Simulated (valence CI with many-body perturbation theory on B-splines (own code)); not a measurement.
**Re LXX: electric-dipole lines**

Level of theory: configuration interaction combined with many-body perturbation theory (CI+MBPT): four valence electrons over a frozen Dirac-Fock core [He], a basis of 11 s, 11 p, 10 d, 8 f, 5 g, 2 h functions for each j, with the one-electron correlation potential Σ1 (screened to all orders), the two-electron term Σ2, the three-electron term Σ3, Breit, model QED; selected single and double excitations, second order for the rest, scaled by the run's own slope (own B-spline code, finite nucleus).

The last digits are not significant, and no measured levels were compared; by estimate large intervals hold to a few tenths of a per cent, small ones and those within an open d or f shell to about a per cent. Among the levels kept, up to 1300 cm⁻¹ of a level comes from second order outside the variational space, and about a tenth of that is noise between levels of different J, which matters for small intervals.

Lines 1 to 50 of 600 in falling wavelength, among levels below 121190 × 10³ cm⁻¹, chosen from the strongest by gf and those to the six lowest levels. Wavelengths and rates use the calculated energies. Electric multipoles are in the length gauge, E1 and E2 with the static RPA response of the core. Weak lines are less certain than strong ones. Lines between different terms over intervals too small for the method are left out, as are lines whose strength nearly cancels. The highest levels of a list are the least certain.

Levels are named by their leading jj configuration (3d3/2^4 stands for four electrons in 3d with j = 3/2), which in mixed levels can hold well under half, so a name can repeat and another be missing. Letters in brackets count levels of one name in rising energy.

| λ vac (Å) | Upper | Lower | A (s⁻¹) | S (a.u.) with core polarisation | S without |
| --- | --- | --- | --- | --- | --- |
| 316.4 | (2s^2 2p1/2 4f7/2) J=4 | (2s^2 2p1/2 4d5/2) J=3 | 1.39e+09 | 1.96e-01 | 1.96e-01 |
| 306.4 | (2s^2 2p1/2 4f7/2) J=3 | (2s^2 2p1/2 4d5/2) J=2 | 1.46e+09 | 1.45e-01 | 1.45e-01 |
| 193.8 | (2s^2 2p1/2 4f5/2) J=2 | (2s^2 2p1/2 4d3/2) J=1 | 4.97e+09 | 8.93e-02 | 8.93e-02 |
| 172.9 | (2s^2 2p1/2 4f5/2) J=3 | (2s^2 2p1/2 4d3/2) J=2 | 7.86e+09 | 1.40e-01 | 1.40e-01 |
| 150.2 | (2s^2 2p1/2 4d5/2) J=3 | (2s^2 2p1/2 4p3/2) J=2 | 2.03e+10 | 2.37e-01 | 2.37e-01 |
| 147.0 | (2s^2 2p1/2 4d5/2) J=2 | (2s^2 2p1/2 4p3/2) J=1 | 1.89e+10 | 1.48e-01 | 1.48e-01 |
| 90.09 | (2s 2p1/2 2p3/2 3p1/2) J=2 [b] | (2s 2p1/2 2p3/2 3s) J=3 | 1.69e+10 | 3.05e-02 | 3.05e-02 |
| 65.41 | (2s 2p3/2^2 3d5/2) J=3 [a] | (2s 2p3/2^2 3p3/2) J=2 [a] | 2.54e+10 | 2.46e-02 | 2.46e-02 |
| 64.63 | (2s 2p3/2^2 3d5/2) J=3 [c] | (2s 2p3/2^2 3p3/2) J=2 [c] | 4.62e+10 | 4.31e-02 | 4.31e-02 |
| 64.60 | (2s 2p1/2 2p3/2 3d5/2) J=5 | (2s 2p1/2 2p3/2 3p3/2) J=4 | 6.27e+10 | 9.18e-02 | 9.18e-02 |
| 64.44 | (2s 2p1/2 2p3/2 3d5/2) J=2 [d] | (2s 2p1/2 2p3/2 3p3/2) J=1 [d] | 3.87e+10 | 2.55e-02 | 2.55e-02 |
| 64.42 | (2p1/2^2 2p3/2 3d5/2) J=3 | (2p1/2^2 2p3/2 3p3/2) J=2 | 5.40e+10 | 4.99e-02 | 4.99e-02 |
| 64.27 | (2s 2p1/2^2 3d5/2) J=3 | (2s 2p1/2^2 3p3/2) J=2 | 6.37e+10 | 5.84e-02 | 5.84e-02 |
| 64.10 | (2p1/2^2 2p3/2 3d5/2) J=4 | (2p1/2^2 2p3/2 3p3/2) J=3 | 6.68e+10 | 7.82e-02 | 7.82e-02 |
| 63.87 | (2s 2p1/2 2p3/2 3d5/2) J=4 [a] | (2s 2p1/2 2p3/2 3p3/2) J=3 [a] | 5.89e+10 | 6.82e-02 | 6.82e-02 |
| 63.78 | (2s 2p3/2^2 3d5/2) J=5 | (2s 2p3/2^2 3p3/2) J=4 | 6.07e+10 | 8.55e-02 | 8.55e-02 |
| 63.73 | (2s 2p1/2 2p3/2 3d5/2) J=2 [c] | (2s 2p1/2 2p3/2 3p3/2) J=1 [c] | 4.71e+10 | 3.01e-02 | 3.01e-02 |
| 63.65 | (2s 2p3/2^2 3d5/2) J=4 [a] | (2s 2p3/2^2 3p3/2) J=3 [a] | 4.65e+10 | 5.33e-02 | 5.33e-02 |
| 63.50 | (2s^2 2p3/2 3d5/2) J=3 | (2s^2 2p3/2 3p3/2) J=2 | 4.37e+10 | 3.87e-02 | 3.87e-02 |
| 63.41 | (2s 2p1/2 2p3/2 3d5/2) J=4 [b] | (2s 2p1/2 2p3/2 3p3/2) J=3 [b] | 5.18e+10 | 5.86e-02 | 5.87e-02 |
| 63.36 | (2s 2p1/2 2p3/2 3d5/2) J=3 [c] | (2s 2p1/2 2p3/2 3p3/2) J=2 [c] | 5.23e+10 | 4.60e-02 | 4.60e-02 |
| 63.34 | (2s^2 2p3/2 3d5/2) J=4 | (2s^2 2p3/2 3p3/2) J=3 | 4.92e+10 | 5.56e-02 | 5.56e-02 |
| 63.22 | (2s^2 2p1/2 3d5/2) J=2 | (2s^2 2p1/2 3p3/2) J=1 | 4.88e+10 | 3.05e-02 | 3.05e-02 |
| 63.03 | (2s 2p1/2 2p3/2 3d5/2) J=3 [d] | (2s 2p1/2 2p3/2 3p3/2) J=2 [d] | 5.32e+10 | 4.60e-02 | 4.60e-02 |
| 62.93 | (2s 2p1/2 2p3/2 3d5/2) J=3 [a] | (2s 2p1/2 2p3/2 3p3/2) J=2 [a] | 5.02e+10 | 4.32e-02 | 4.32e-02 |
| 62.82 | (2s 2p3/2^2 3d5/2) J=4 [b] | (2s 2p3/2^2 3p3/2) J=3 [b] | 5.20e+10 | 5.73e-02 | 5.73e-02 |
| 62.40 | (2s 2p3/2^2 3d5/2) J=3 [b] | (2s 2p3/2^2 3p3/2) J=2 [b] | 5.49e+10 | 4.61e-02 | 4.61e-02 |
| 62.28 | (2s 2p1/2 2p3/2 3d5/2) J=4 [c] | (2s 2p1/2 2p3/2 3p3/2) J=3 [c] | 6.59e+10 | 7.07e-02 | 7.07e-02 |
| 61.49 | (2s^2 2p1/2 3d5/2) J=3 | (2s^2 2p1/2 3p3/2) J=2 | 6.69e+10 | 5.37e-02 | 5.37e-02 |
| 60.90 | (2s 2p1/2 2p3/2 3d5/2) J=3 [b] | (2s 2p1/2 2p3/2 3p3/2) J=2 [b] | 3.65e+10 | 2.85e-02 | 2.85e-02 |
| 60.56 | (2s 2p3/2^2 3d5/2) J=2 [b] | (2s 2p3/2^2 3p3/2) J=1 [b] | 5.47e+10 | 3.00e-02 | 3.00e-02 |
| 60.29 | (2s 2p1/2^2 3d5/2) J=2 | (2s 2p1/2^2 3p3/2) J=1 | 6.81e+10 | 3.68e-02 | 3.68e-02 |
| 60.24 | (2p1/2^2 2p3/2 3d5/2) J=2 | (2p1/2^2 2p3/2 3p3/2) J=1 | 4.87e+10 | 2.63e-02 | 2.63e-02 |
| 58.37 | (2s^2 2p1/2 4d3/2) J=1 | (2s^2 2p1/2 4p1/2) J=0 | 1.77e+11 | 5.22e-02 | 5.22e-02 |
| 57.33 | (2s 2p1/2^2 4d3/2) J=1 | (2s 2p1/2^2 4p1/2) J=1 | 9.79e+10 | 2.73e-02 | 2.73e-02 |
| 56.90 | (2s 2p1/2^2 4d3/2) J=1 | (2s 2p1/2^2 4p1/2) J=0 | 2.04e+11 | 5.57e-02 | 5.57e-02 |
| 56.78 | (2s 2p1/2^2 4d3/2) J=2 | (2s 2p1/2^2 4p1/2) J=1 | 3.11e+11 | 1.41e-01 | 1.41e-01 |
| 56.63 | (2s^2 2p1/2 4d3/2) J=2 | (2s^2 2p1/2 4p1/2) J=1 | 3.04e+11 | 1.36e-01 | 1.36e-01 |
| 56.03 | (2s 2p1/2^2 4p3/2) J=1 | (2s 2p1/2^2 4s) J=0 | 2.57e+11 | 6.69e-02 | 6.69e-02 |
| 54.82 | (2s^2 2p1/2 4p3/2) J=1 | (2s^2 2p1/2 4s) J=1 | 1.17e+11 | 2.86e-02 | 2.86e-02 |
| 54.44 | (2s^2 2p1/2 4p3/2) J=1 | (2s^2 2p1/2 4s) J=0 | 2.55e+11 | 6.09e-02 | 6.09e-02 |
| 54.43 | (2s^2 2p1/2 4d3/2) J=1 | (2s^2 2p1/2 4p1/2) J=1 | 1.10e+11 | 2.64e-02 | 2.64e-02 |
| 54.25 | (2s 2p1/2^2 4p3/2) J=2 | (2s 2p1/2^2 4s) J=1 | 4.27e+11 | 1.68e-01 | 1.68e-01 |
| 54.11 | (2s^2 2p1/2 4p3/2) J=2 | (2s^2 2p1/2 4s) J=1 | 4.18e+11 | 1.63e-01 | 1.63e-01 |
| 53.68 | (2s 2p1/2^2 4p3/2) J=1 | (2s 2p1/2^2 4s) J=1 | 1.30e+11 | 2.98e-02 | 2.98e-02 |
| 52.43 | (2s 2p1/2 2p3/2^2) J=2 [a] | (2s^2 2p3/2^2) J=2 | 2.54e+09 | 9.02e-04 | 9.04e-04 |
| 50.66 | (2s 2p1/2 2p3/2 3p3/2) J=4 | (2s^2 2p3/2 3p3/2) J=3 | 3.80e+10 | 2.20e-02 | 2.20e-02 |
| 48.32 | (2p1/2 2p3/2^2 3p3/2) J=4 | (2s 2p3/2^2 3p3/2) J=3 [b] | 4.67e+10 | 2.34e-02 | 2.34e-02 |
| 44.07 | (2s 2p1/2 2p3/2^2) J=3 | (2s^2 2p3/2^2) J=2 | 1.62e+10 | 4.80e-03 | 4.81e-03 |
| 42.65 | (2s 2p1/2^2 2p3/2) J=2 | (2s^2 2p1/2 2p3/2) J=2 | 1.47e+10 | 2.82e-03 | 2.83e-03 |
